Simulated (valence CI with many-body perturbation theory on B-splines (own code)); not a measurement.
## E1 line list for Pb51+

Level of theory: configuration interaction combined with many-body perturbation theory (CI+MBPT): three valence electrons over a frozen Dirac-Fock core [Ar] 3d10, a basis of 11 s, 11 p, 9 d, 7 f, 5 g, 2 h, 1 i functions for each j, with the one-electron correlation potential Σ1, the two-electron term Σ2, the three-electron term Σ3, Breit, model QED; selected CI, second order for the rest (own B-spline code, finite nucleus).

The last digits are not significant, and no measured levels were compared; by estimate large intervals hold to a few tenths of a per cent, small ones and those within an open d or f shell to about a per cent.

Lines 1 to 50 of 263 in falling wavelength, among levels below 822.43 eV, chosen from the strongest by gf and those to the six lowest levels. Wavelengths and rates use the calculated energies. Electric multipoles are in the length gauge, E1 and E2 with the static RPA response of the core. Weak lines are less certain than strong ones. Lines between different terms over intervals too small for the method are left out, as are lines whose strength nearly cancels. The highest levels of a list are the least certain.

Levels are named by their leading jj configuration (3d3/2^4 stands for four electrons in 3d with j = 3/2), which in mixed levels can hold well under half, so a name can repeat and another be missing. Letters in brackets count levels of one name in rising energy.

```csv
λ vac (nm),Upper,Lower,A (s⁻¹),S (a.u.) with core polarisation,S without
23.91,(4s^2 4p3/2) J=3/2,(4s 4p1/2^2) J=1/2,1.40e+07,3.78e-04,3.99e-04
12.63,(4p1/2 4p3/2 4d3/2) J=7/2,(4s 4p3/2 4d3/2) J=5/2 [b],1.03e+10,8.16e-02,8.66e-02
12.16,(4s 4p1/2 4d3/2) J=5/2,(4s^2 4d3/2) J=3/2,1.59e+10,8.48e-02,8.98e-02
12.14,(4s 4p1/2 4p3/2) J=3/2 [a],(4s^2 4p3/2) J=3/2,3.43e+09,1.21e-02,1.28e-02
11.91,(4p1/2 4p3/2 4d5/2) J=9/2,(4s 4p3/2 4d5/2) J=7/2 [b],8.17e+09,6.81e-02,7.22e-02
11.46,(4p1/2 4p3/2 4d5/2) J=7/2 [b],(4s 4p3/2 4d5/2) J=5/2 [b],1.85e+10,1.10e-01,1.17e-01
11.31,(4p1/2 4p3/2^2) J=5/2,(4s 4p3/2^2) J=3/2,1.65e+10,7.06e-02,7.49e-02
11.16,(4s 4p1/2 4f5/2) J=7/2,(4s^2 4f5/2) J=5/2,2.45e+10,1.35e-01,1.42e-01
11.13,(4p1/2^2 4d3/2) J=3/2,(4s 4p1/2 4d3/2) J=3/2 [b],1.86e+10,5.05e-02,5.35e-02
11.11,(4s 4p1/2 4d5/2) J=7/2,(4s^2 4d5/2) J=5/2,2.34e+10,1.27e-01,1.34e-01
11.06,(4s 4p1/2 4p3/2) J=5/2,(4s^2 4p3/2) J=3/2,2.00e+10,8.02e-02,8.50e-02
10.93,(4p1/2^2 4d3/2) J=3/2,(4s 4p1/2 4d3/2) J=1/2,1.64e+10,4.23e-02,4.48e-02
10.93,(4s 4p1/2 4f7/2) J=9/2,(4s^2 4f7/2) J=7/2,2.96e+10,1.90e-01,2.01e-01
10.87,(4p1/2 4p3/2 4d5/2) J=9/2,(4s 4p3/2 4d5/2) J=7/2 [a],1.38e+10,8.76e-02,9.28e-02
10.71,(4p1/2 4p3/2 4d5/2) J=3/2 [b],(4s 4p3/2 4d5/2) J=3/2 [b],2.04e+10,4.96e-02,5.26e-02
10.71,(4s 4p1/2 4f7/2) J=7/2 [b],(4s^2 4f7/2) J=7/2,2.57e+10,1.25e-01,1.32e-01
10.67,(4p1/2 4p3/2 4d3/2) J=5/2 [a],(4s 4p3/2 4d3/2) J=5/2 [a],1.83e+10,6.60e-02,7.00e-02
10.65,(4p1/2 4p3/2 4d5/2) J=1/2,(4s 4p3/2 4d5/2) J=3/2 [b],3.38e+10,4.03e-02,4.28e-02
10.63,(4s 4p1/2 4f5/2) J=5/2 [b],(4s^2 4f5/2) J=5/2,2.50e+10,8.90e-02,9.42e-02
10.58,(4s 4p1/2 4f7/2) J=5/2,(4s^2 4f7/2) J=7/2,2.81e+10,9.87e-02,1.04e-01
10.55,(4s 4p1/2 4f5/2) J=3/2,(4s^2 4f5/2) J=5/2,2.67e+10,6.19e-02,6.55e-02
10.53,(4p1/2^2 4p3/2) J=3/2,(4s 4p1/2 4p3/2) J=3/2 [b],2.27e+10,5.24e-02,5.55e-02
10.50,(4s 4p1/2^2) J=1/2,(4s^2 4p1/2) J=1/2,4.55e+10,5.20e-02,5.50e-02
10.47,(4s 4p1/2 4d5/2) J=5/2 [b],(4s^2 4d5/2) J=5/2,2.32e+10,7.88e-02,8.35e-02
10.44,(4p1/2 4p3/2 4d3/2) J=3/2 [a],(4s 4p3/2 4d3/2) J=3/2 [a],2.02e+10,4.55e-02,4.82e-02
10.42,(4s 4p1/2 4d3/2) J=3/2 [b],(4s^2 4d3/2) J=3/2,1.94e+10,4.33e-02,4.58e-02
10.40,(4p1/2 4p3/2 4d5/2) J=5/2 [a],(4s 4p3/2 4d5/2) J=3/2 [a],2.35e+10,7.81e-02,8.27e-02
10.37,(4p1/2^2 4d5/2) J=5/2,(4s 4p1/2 4d5/2) J=3/2,2.71e+10,8.94e-02,9.46e-02
10.32,(4p1/2 4p3/2 4d5/2) J=3/2 [b],(4s 4p3/2 4d5/2) J=1/2,2.53e+10,5.50e-02,5.82e-02
10.31,(4s 4p1/2 4d5/2) J=3/2,(4s^2 4d5/2) J=5/2,3.04e+10,6.56e-02,6.95e-02
10.28,(4p1/2 4p3/2 4d5/2) J=7/2 [b],(4s 4p3/2 4d5/2) J=7/2 [b],1.08e+10,4.61e-02,4.89e-02
10.28,(4p1/2 4p3/2 4d3/2) J=7/2,(4s 4p3/2 4d3/2) J=7/2,2.21e+10,9.45e-02,1.00e-01
10.21,(4p1/2^2 4d5/2) J=5/2,(4s 4p1/2 4d5/2) J=5/2 [b],3.41e+10,1.07e-01,1.14e-01
10.18,(4p1/2 4p3/2 4d5/2) J=5/2 [b],(4s 4p3/2 4d5/2) J=7/2 [b],2.14e+10,6.69e-02,7.08e-02
10.17,(4p1/2 4p3/2^2) J=1/2,(4s 4p3/2^2) J=1/2,5.18e+10,5.38e-02,5.70e-02
9.962,(4p1/2 4p3/2 4d5/2) J=3/2 [a],(4s 4p3/2 4d5/2) J=5/2 [a],4.70e+10,9.18e-02,9.72e-02
9.851,(4s 4p1/2 4p3/2) J=3/2 [b],(4s^2 4p3/2) J=3/2,2.96e+10,5.59e-02,5.91e-02
9.842,(4p1/2 4p3/2 4d5/2) J=5/2 [a],(4s 4p3/2 4d5/2) J=5/2 [a],2.98e+10,8.41e-02,8.91e-02
9.668,(4s 4p1/2 4p3/2) J=1/2,(4s^2 4p3/2) J=3/2,3.75e+10,3.35e-02,3.55e-02
9.662,(4p1/2^2 4d5/2) J=5/2,(4s 4p1/2 4d5/2) J=7/2,7.05e+10,1.88e-01,1.99e-01
9.650,(4p1/2^2 4d3/2) J=3/2,(4s 4p1/2 4d3/2) J=5/2,7.76e+10,1.38e-01,1.46e-01
9.498,(4p1/2 4p3/2 4d5/2) J=7/2 [b],(4s 4p3/2 4d5/2) J=7/2 [a],1.79e+10,6.05e-02,6.40e-02
9.487,(4p1/2 4p3/2 4d5/2) J=7/2 [a],(4s 4p3/2 4d5/2) J=9/2,5.81e+10,1.96e-01,2.08e-01
9.459,(4p1/2 4p3/2^2) J=3/2,(4s 4p3/2^2) J=5/2,5.87e+10,9.81e-02,1.04e-01
9.430,(4p1/2^2 4p3/2) J=3/2,(4s 4p1/2 4p3/2) J=5/2,8.34e+10,1.38e-01,1.46e-01
9.410,(4p1/2 4p3/2 4d5/2) J=5/2 [b],(4s 4p3/2 4d5/2) J=7/2 [a],3.09e+10,7.62e-02,8.07e-02
9.383,(4p1/2 4p3/2^2) J=5/2,(4s 4p3/2^2) J=5/2,3.69e+10,9.04e-02,9.57e-02
9.222,(4p1/2 4p3/2 4d5/2) J=9/2,(4s 4p3/2 4d5/2) J=9/2,3.74e+10,1.45e-01,1.53e-01
9.164,(4p1/2 4p3/2 4d3/2) J=5/2 [b],(4s 4p3/2 4d3/2) J=7/2,6.38e+10,1.45e-01,1.54e-01
9.023,(4p1/2^2 4d3/2) J=3/2,(4s 4p1/2 4d3/2) J=3/2 [a],2.30e+10,3.34e-02,3.53e-02
```
